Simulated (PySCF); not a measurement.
Correlation energy of N (nitrogen, neutral)

[He] 2s1 2p4, high-spin 4P determinant (an excited configuration). All numbers are calculated (PySCF 2.14, scalar relativity by spin-free X2C-1e, in x2c-QZVPPall with one added diffuse shell each of s, p, d, f type (8s5p4d3f1g, 73 functions)). Frozen: nothing; 7 electrons correlated.

```
  level  correlation energy (mhartree)
   CCSD                        -142.82
    (T)                          -5.24
CCSD(T)                        -148.06
```

Diagnostics: T1 = 0.023, D1 = 0.0746, largest double amplitude 0.133.

Cost of the coupled-cluster step: about 23 core-seconds, for 7 correlated electrons.

Iterations:

```
CC2 = 0
CCSD nocc = (np.int64(5), np.int64(2)), nmo = (73, 73)
frozen orbitals [[], []]
max_cycle = 100
direct = 0
conv_tol = 1e-08
conv_tol_normt = 1e-06
diis_space = 8
diis_start_cycle = 0
Init t2, MP2 energy = -0.121426893613458
Init E_corr(UCCSD) = -0.121426893616335
cycle = 1  E_corr(UCCSD) = -0.133206692264021  dE = -0.0117797986  norm(t1,t2) = 0.0518304
cycle = 2  E_corr(UCCSD) = -0.137044408462451  dE = -0.0038377162  norm(t1,t2) = 0.0305675
cycle = 3  E_corr(UCCSD) = -0.141875657777028  dE = -0.00483124931  norm(t1,t2) = 0.0214552
cycle = 4  E_corr(UCCSD) = -0.141828938220473  dE = 4.67195566e-05  norm(t1,t2) = 0.00896823
cycle = 5  E_corr(UCCSD) = -0.142363698221384  dE = -0.000534760001  norm(t1,t2) = 0.00642584
cycle = 6  E_corr(UCCSD) = -0.142599944401063  dE = -0.00023624618  norm(t1,t2) = 0.00469069
cycle = 7  E_corr(UCCSD) = -0.14266632946558  dE = -6.63850645e-05  norm(t1,t2) = 0.00342016
cycle = 8  E_corr(UCCSD) = -0.142661583585631  dE = 4.74587995e-06  norm(t1,t2) = 0.00694747
cycle = 9  E_corr(UCCSD) = -0.142822240926421  dE = -0.000160657341  norm(t1,t2) = 0.00293237
cycle = 10  E_corr(UCCSD) = -0.142810352174019  dE = 1.18887524e-05  norm(t1,t2) = 0.000638061
cycle = 11  E_corr(UCCSD) = -0.142809508585686  dE = 8.43588333e-07  norm(t1,t2) = 0.000324491
cycle = 12  E_corr(UCCSD) = -0.142812856539781  dE = -3.34795409e-06  norm(t1,t2) = 0.000177437
cycle = 13  E_corr(UCCSD) = -0.142819982911254  dE = -7.12637147e-06  norm(t1,t2) = 6.91799e-05
cycle = 14  E_corr(UCCSD) = -0.142820487107949  dE = -5.04196695e-07  norm(t1,t2) = 2.41839e-05
cycle = 15  E_corr(UCCSD) = -0.142819717437332  dE = 7.69670617e-07  norm(t1,t2) = 1.38753e-05
cycle = 16  E_corr(UCCSD) = -0.1428192766901  dE = 4.40747232e-07  norm(t1,t2) = 5.84173e-06
cycle = 17  E_corr(UCCSD) = -0.142819255033079  dE = 2.16570208e-08  norm(t1,t2) = 8.18905e-06
cycle = 18  E_corr(UCCSD) = -0.142819195599034  dE = 5.94340455e-08  norm(t1,t2) = 7.44935e-06
cycle = 19  E_corr(UCCSD) = -0.142819226799128  dE = -3.12000939e-08  norm(t1,t2) = 5.76374e-06
cycle = 20  E_corr(UCCSD) = -0.142819609145972  dE = -3.82346844e-07  norm(t1,t2) = 4.77726e-06
cycle = 21  E_corr(UCCSD) = -0.142819668598169  dE = -5.94521975e-08  norm(t1,t2) = 3.58984e-06
cycle = 22  E_corr(UCCSD) = -0.142819720395006  dE = -5.17968368e-08  norm(t1,t2) = 3.39146e-06
cycle = 23  E_corr(UCCSD) = -0.142819741202243  dE = -2.08072373e-08  norm(t1,t2) = 2.84094e-06
cycle = 24  E_corr(UCCSD) = -0.142819753696955  dE = -1.24947118e-08  norm(t1,t2) = 2.49123e-06
cycle = 25  E_corr(UCCSD) = -0.142819726819503  dE = 2.68774523e-08  norm(t1,t2) = 8.78383e-07
cycle = 26  E_corr(UCCSD) = -0.142819702434017  dE = 2.43854859e-08  norm(t1,t2) = 4.64774e-07
cycle = 27  E_corr(UCCSD) = -0.142819690896244  dE = 1.15377732e-08  norm(t1,t2) = 3.56005e-07
cycle = 28  E_corr(UCCSD) = -0.142819682261139  dE = 8.63510446e-09  norm(t1,t2) = 4.80424e-07
UCCSD converged
E(UCCSD) = -54.17616983200156  E_corr = -0.1428196822611392
UCCSD(T) correction = -0.00523920418794086
```

This basis was not built for core-valence correlation, so the inner-shell part is incomplete.
